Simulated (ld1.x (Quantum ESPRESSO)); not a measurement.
**An all-electron radial function and its pseudo partner (lutetium)**

Columns: radius, all-electron u(r) and pseudo u(r) of the 5p shell (level -33.15 eV) of lutetium in the configuration [Kr] 4d10 4f14 5s2 5p6 5d1 6s1 6p1; PBEsol, scalar-relativistic, TM semilocal scheme, ld1.x (Quantum ESPRESSO) 7.5.

```csv
r (bohr),all-electron,pseudo
0.135,-0.3044,-0.0177
0.270,0.1452,-0.0718
0.405,0.4920,-0.1657
0.540,0.2290,-0.3022
0.675,-0.2167,-0.4771
0.810,-0.5925,-0.6697
0.945,-0.8328,-0.8400
1.080,-0.9497,-0.9466
1.215,-0.9753,-0.9747
1.350,-0.9415,-0.9415
1.485,-0.8728,-0.8728
1.620,-0.7869,-0.7869
1.755,-0.6952,-0.6952
1.890,-0.6050,-0.6050
2.025,-0.5205,-0.5205
2.160,-0.4439,-0.4439
2.295,-0.3759,-0.3759
2.430,-0.3165,-0.3165
2.565,-0.2655,-0.2655
2.700,-0.2219,-0.2219
2.835,-0.1849,-0.1849
2.970,-0.1537,-0.1537
3.105,-0.1276,-0.1276
3.240,-0.1056,-0.1056
3.375,-0.0874,-0.0874
3.510,-0.0722,-0.0722
```

(1) How many radial nodes do the two functions have?

(2) At about which radius was the pseudo-wave matched?

(3) Where does each function peak?

(4) Is the pseudo-wave norm-conserving?

## Answers

(1) The all-electron 5p function has n − l − 1 = 3 (the table is too coarse to show those close to the nucleus); the pseudo-wave has 0, since the states of the same l below it are removed with the core.

(2) 1.40 bohr, where the columns begin to agree (steps of 0.14 bohr).

(3) Outermost all-electron maximum near 1.22 bohr, pseudo maximum near 1.22 bohr (to the table’s step).

(4) Yes: the TM semilocal scheme keeps the norm inside the radius equal to the all-electron one, which fixes the energy derivative of the logarithmic derivative at the level.
